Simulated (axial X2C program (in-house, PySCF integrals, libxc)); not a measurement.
**What spin–orbit coupling does to YSe**

All values were computed with an in-house relativistic program for diatomic molecules. Spin-free means the one-electron spin-free X2C Hamiltonian; two-component (2c) means X2C with spin–orbit coupling and atomic mean-field two-electron Coulomb and Gaunt terms, so the difference of the two also holds small scalar two-electron terms. Basis: Y dyall-cv3z [11s12p9d6f3g], Se dyall-cv3z [8s9p6d4f1g] (cores contracted in-house); Gaussian nuclei, density fitting, unrestricted open shells. Masses: Y 88.906 u, Se 79.917 u.

Spin-free state: M_S = 1/2, Λ = 0 (beyond evenly filled blocks: σα); fragments Y + Se.

```tsv
level	Re (Å)	ωe (cm⁻¹)	De (eV)	μ (D)
PBE0	2.396	349.5	4.942	-6.48
HF	2.432	353.3	3.074	-7.58
MP2	2.444	336.4	4.801	n/a
CCSD	2.441	340.8	4.319	n/a
CCSD(T)	2.452	331.3	4.574	n/a
BP86	2.414	332.5	5.201	-6.01
```

Correlated methods: 9 electrons correlated (number of frozen shells: Y 4 s, 3 p, 1 d; Se 3 s, 2 p, 1 d), 325 virtual spin orbitals or spinors in MP2, 89 natural virtuals in coupled cluster.

Dipoles are positive if Se is the positive end.

Two-component determinant lowest at the distance of the search:

Ω = 1/2 (⟨Sz⟩ = 0.50, ⟨Lz⟩ = 0.00 at HF); fragments Y + Se.

| level | Re (Å) | ωe (cm⁻¹) | μ (D) |
| --- | --- | --- | --- |
| PBE0 | 2.396 | 349.0 | -6.47 |
| HF | 2.433 | 352.9 | -7.56 |
| MP2 | 2.444 | 336.1 | n/a |
| CCSD | 2.441 | 340.4 | n/a |
| CCSD(T) | 2.452 | 330.9 | n/a |
| BP86 | 2.415 | 332.0 | -5.99 |

(1) From the two tables, how do the constants change at the CCSD(T) level (2c against spin-free)?

The state is a single determinant with fixed occupations, the lowest that a limited PBE0 search found. Dissociation energies refer to the lowest single-determinant-based atoms at the same level and basis. De is not given where an atomic determinant may have missed its ground term or J level, or where the truncated virtual space spoils (T). Density functionals use the spin component along the axis (collinear). Coupled cluster ran in a truncated set of natural virtual spinors; the MP2 energy of the rest was added. (T) has no such correction and the atoms are truncated less, which lowers De at CCSD(T) by a hundredth of an eV or more. Without a current term, density functionals place determinants with orbital angular momentum somewhat too high. The outer-core s and p shells of the metal are frozen in the correlated rows, which leaves out core–valence correlation; for alkali and alkaline-earth bonds that tends to lengthen them. Some points did not converge and are left out. With the outer-core shells frozen, correlated bond lengths of heavy atoms tend to come out a few hundredths of an ångström too long.

Answers

(1) At the CCSD(T) level Re doesn't move by more than 0.001 Å and ωe falls by 0.4 cm⁻¹.
